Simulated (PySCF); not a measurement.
A calculated (revPBE, PySCF 2.14, x2c-TZVPPall with one added diffuse shell each of s, p, d, f type, scalar relativity by spin-free X2C-1e) atom or ion has these occupied shells.

```tsv
shell	electrons	orbital energy (eV)	rms radius, mean of both spins (bohr)
1s α	1	-9529.8	0.0580
1s β	1	-9529.8	0.0580
2s β	1	-1169.3	0.245
2s α	1	-1169.3	0.245
2p α	3	-1015.1	0.219
2p β	3	-1015.1	0.219
3s α	1	-140.59	0.732
3s β	1	-140.58	0.732
3p α	3	-94.771	0.776
3p β	3	-94.756	0.776
3d α	5	-21.400	1.03
3d β	5	-21.301	1.03
4p α	1	-9.315	3.28
```

(1) Name the element and its charge.

## Answers

(1) Zn⁺ (zinc, charge +1), in [Ar] 3d10 4p1, 2P determinant (an excited configuration).
